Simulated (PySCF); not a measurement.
Input of a run (PBE0-D3(BJ)/def2-SVP geometry optimisation, gas phase (PySCF 2.14.0)), started from GFN2-xTB:
```
{"job": {"xc": "PBE0", "basis": "def2-SVP", "d3": "d3bj", "grid": 1, "kind": "geom"}, "charge": 0, "multiplicity": 1}
O      1.215834    -1.313094     1.160237
S      1.221325    -0.815713    -0.168927
O      2.239631    -1.206234    -1.060972
O      1.087582     0.784886    -0.134570
C     -0.245607     1.097892     0.188957
C     -1.082109    -0.179102    -0.104033
O     -0.232960    -1.045506    -0.813240
H     -0.543699     1.939360    -0.441541
H     -0.317017     1.377884     1.243856
H     -1.953651     0.021653    -0.727847
H     -1.383903    -0.659356     0.832117
```

Output (energies in Eh, forces in Eh/bohr):
```
step   0  E = -776.66181333  max force = 0.033440
step   1  E = -776.66544094  max force = 0.006435
step   2  E = -776.66556238  max force = 0.002497
step   3  E = -776.66561245  max force = 0.000597
step   4  E = -776.66563738  max force = 0.001312
step   5  E = -776.66567023  max force = 0.002315
step   6  E = -776.66575556  max force = 0.002911
step   7  E = -776.66586499  max force = 0.002423
step   8  E = -776.66595609  max force = 0.001064
step   9  E = -776.66607385  max force = 0.002432
step  10  E = -776.66618154  max force = 0.003509
step  11  E = -776.66629440  max force = 0.004483
step  12  E = -776.66641526  max force = 0.002810
step  13  E = -776.66658856  max force = 0.001911
step  14  E = -776.66665130  max force = 0.002624
step  15  E = -776.66671338  max force = 0.002781
step  16  E = -776.66677088  max force = 0.002057
step  17  E = -776.66680628  max force = 0.002266
step  18  E = -776.66682399  max force = 0.002088
step  19  E = -776.66684225  max force = 0.000708
step  20  E = -776.66685319  max force = 0.000507
step  21  E = -776.66683586  max force = 0.001452
step  22  E = -776.66684718  max force = 0.001198
step  23  E = -776.66685132  max force = 0.000729
step  24  E = -776.66685410  max force = 0.000165
optimisation converged
```

Summarise the run.

The energy falls by 13.2 kJ/mol over 25 energy and gradient evaluations, the largest force component goes from 0.0334 to 1.6e-04 Eh/bohr, and the atoms move by 0.393 Å rms after alignment. The bond that changes most is C5–C6 (both ends sp3 carbon bound to oxygen), which shortens by 0.033 Å. Bonds longer at the end by more than 0.005 Å: 9 of 11; shorter: 1. Among the angles that change most is S2–O7–C6, from 104.9° to 110.1°. Among the dihedrals that turn most is O3–S2–O4–C5, from 152° to 103°. The energy rose by more than 1e-6 Eh at step 21. The first step brought 72 % of the lowering.

What are the final bond lengths?

O1=S2 1.437 Å, S2=O3 1.435 Å, S2–O4 1.634 Å, O4–C5 1.421 Å, C5–C6 1.521 Å, C6–O7 1.420 Å, S2–O7 1.634 Å, C5–H8 1.103 Å, C5–H9 1.098 Å, C6–H10 1.097 Å, C6–H11 1.103 Å. Numbering counts from 1 in the input's order; the species is ethylene sulfate, `O=S1(=O)OCCO1`.

The run used 122 basis functions and 172 SCF cycles in all.

No frequency check. The numbers are those of one conformer.
